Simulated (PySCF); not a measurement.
Working out the ionisation energy of Cu⁺

Cu⁺ [Ar] 3d10 (1S) → Cu²⁺ [Ar] 3d9 (2D). Computed with PySCF 2.14 in def2-SVP, with no relativity, point nucleus. Frozen: [Ar]. Energies in hartree (1 hartree = 27.21139 eV):

```json
{"part": "UHF", "Cu⁺ (lower)": "-1638.459177", "Cu²⁺ (upper)": "-1637.817772"}
{"part": "MP2 opposite-spin", "Cu⁺ (lower)": "-0.166054", "Cu²⁺ (upper)": "-0.102946"}
{"part": "MP2 same-spin", "Cu⁺ (lower)": "-0.103069", "Cu²⁺ (upper)": "-0.064665"}
```

**Question.** What does Hartree-Fock give?

**Answer.** (-1637.817772) − (-1638.459177) = 0.641405 hartree = 17.454 eV.

**Question.** What do MP2 and SCS-MP2 (6/5 opposite-spin, 1/3 same-spin) give?

**Answer.** The opposite-spin parts differ by 1.717 eV and the same-spin parts by 1.045 eV. MP2: 17.454 + (1.717) + (1.045) = 20.216 eV. SCS-MP2: 17.454 + 1.2 × (1.717) + (1.045)/3 = 19.863 eV.

Reference: 20.292 eV (measured; NIST Atomic Spectra Database, ionization energies), between the lowest levels; spin-orbit coupling is absent from the calculation.

The calculation is non-relativistic.

A double-zeta basis recovers only part of the correlation energy.

What remains against the reference includes basis incompleteness, the frozen core and correlation beyond second order.
